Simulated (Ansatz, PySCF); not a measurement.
SiCl3I, SMILES Cl[Si](Cl)(Cl)I.

Geometry optimised at PBE0-D3(BJ)/def2-SVP. The def2 effective core potentials stand for the cores of I; spin–orbit coupling is left out.

Vertical ionisation energy (IE) and electron affinity (EA) in eV. Rows of orbital energies are one-electron estimates. Where ΔSCF, EOM or ADC give a negative EA the extra electron is unbound and the value depends on the basis.

```csv
level,IE,EA
"−ε(HOMO), −ε(LUMO), M06-2X/def2-TZVP (PySCF)",9.46,0.80
"−ε(HOMO), −ε(LUMO), PBE/def2-TZVP (PySCF)",7.09,2.46
"ΔSCF, PBE0/def2-SVPD (Ansatz), final states of multiplicity 2 and 2",10.39,0.28
"ΔSCF, PBE/def2-SVPD (Ansatz), final states of multiplicity 2 and 2",?,?
```

Problem. What belongs in the gaps? (Estimate from the structure and the level; the computed values follow.)

Solution. 
- ΔSCF, PBE/def2-SVPD (Ansatz, an electronic-structure program), final states of multiplicity 2 and 2, IE: 10.02
- ΔSCF, PBE/def2-SVPD (Ansatz), final states of multiplicity 2 and 2, EA: 0.41

Problem. What vertical singlet–triplet gap does ΔSCF give with PBE0/def2-SVPD (Ansatz) and with PBE/def2-SVPD (Ansatz)? (The exact figures need the calculation; the answer reports its results.)

Solution. 4.91 and 4.65 eV (triplet above singlet where positive).
